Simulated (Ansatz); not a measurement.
# CH3B2ClF+: where a starting geometry ends

The starting geometry of this gas-phase singlet was optimised with GFN2-xTB; its bonds are those of `F[B+]CBCl`.

```tsv
atom	x (Å)	y (Å)	z (Å)
C	0.0096	-0.9410	0.8334
B	0.7629	-0.2105	-0.1741
B	-0.0254	-0.2336	2.3684
Cl	0.7904	-0.9779	3.5772
F	1.4643	0.4785	-0.9217
H	-1.0526	-1.0491	0.5885
H	0.4033	-1.9559	0.9633
H	-0.6784	0.7273	2.4846
```

Question: Where would you expect an optimisation with B3LYP/6-31G* to take it?

Answer: It keeps its bonds, and is `F[B+]CBCl`.

The energy falls by 0.15 eV over 14 steps:

| step | E − E(last) (eV) |
| --- | --- |
| 1 | 0.151 |
| 2 | 0.051 |
| 4 | 0.005 |
| 5 | 0.003 |
| 7 | 0.001 |
| 8 | 0.001 |
| 10 | 0.000 |
| 11 | 0.000 |
| 13 | 0.000 |
| 14 | 0.000 |

Final geometry (Å):

```xyz
8

C     0.0729   -0.9875    0.8862
B     0.6934   -0.1679   -0.1658
B     0.0107   -0.2307    2.3393
Cl    0.4512   -1.1115    3.7400
F     1.2396    0.5578   -1.0102
H    -0.9852   -1.1399    0.5960
H     0.5634   -1.9720    0.9349
H    -0.3719    0.8897    2.3993
```

Frequencies at the end are all real (lowest 36 cm⁻¹). Run with Ansatz 0.2.0, 110 s on 1 thread of AMD EPYC (Zen 3), on a shared host.
